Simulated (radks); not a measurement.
Initial-state core-level shifts of neutral tantalum when its valence configuration changes from [Xe] 4f14 5d3 6s2. Method: Dirac Kohn-Sham, PBE, spin-unpolarised, spherical densities, finite nucleus; open shells fill j = l - 1/2 first; Fermi nuclear charge, rms radius 5.3507 fm; computed with a radial shooting solver on a logarithmic mesh with Libxc functionals. Shifts are changes of the shell-averaged eigenvalues in eV (positive: less bound); the change of the density at the nucleus, which sets a Mossbauer isomer shift, is in e/bohr^3, on a base of 1.313e+06.

valence,2p,4s,4p,5p,density at nucleus
4f14 5d2 6s2 6p1,-3.596,-3.566,-3.571,-3.348,+28.6
4f12 5d3 6s2 6p2,-27.583,-28.567,-27.963,-13.364,+238.5
4f14 5d3 6s1 6p1,-1.264,-1.272,-1.271,-1.270,-60.0
4f12 5d5 6s2,-19.306,-20.399,-19.792,-5.929,+168.2
4f10 5d5 6s2 6p2,-50.290,-51.783,-50.384,-19.694,+435.6
4f13 5d3 6s2 6p1,-13.092,-13.661,-13.386,-6.497,+111.9
4f14 5d3 6s1.5 6p0.5,-0.647,-0.651,-0.650,-0.651,-29.1
4f13 5d3 6s1 6p2,-14.301,-14.878,-14.601,-7.692,+38.0
4f11 5d5 6s1 6p2,-35.441,-36.857,-35.877,-13.912,+212.8
